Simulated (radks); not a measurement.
Task: The mean radii <r> (bohr) of the occupied orbitals of an atom or ion are listed with their occupations. Method: scalar-relativistic Kohn-Sham, PBE, spin-polarised, spherical densities, point nucleus; computed with a radial shooting solver on a logarithmic mesh with Libxc functionals.

orbital  occ.      <r>
1s up       1  0.01578
1s down     1  0.01578
2s up       1  0.06646
2s down     1  0.06646
2p up       3  0.06055
2p down     3  0.06055
3s up       1   0.1716
3s down     1   0.1716
3p up       3   0.1737
3p down     3   0.1737
3d up       5   0.1575
3d down     5   0.1575
4s up       1   0.3770
4s down     1   0.3770
4p up       3   0.4026
4p down     3   0.4026
4d up       5   0.4225
4d down     5   0.4225
5s up       1   0.8308
5s down     1   0.8308
4f up       7   0.4410
4f down     7   0.4410
5p up       3   0.9481
5p down     3   0.9477
5d up       5    1.228
5d down     5    1.223
6s up       1    2.072
6s down     1    2.063
6p up       1    2.616

Name the element and its charge. Open shells, if any, are filled with parallel spins first.

Result: Z = 83, bismuth, charge +2: Bi2+ in [Hg] 6p1. The 1s radius gives Z: for a bare nucleus <r> = (2 gamma + 1)/(2Z) with gamma = sqrt(1 - (Z/c)^2), 0.01561 bohr for Z = 83, and screening makes it slightly larger (0.01578 here). The occupations add up to 81, and the charge is Z minus that.
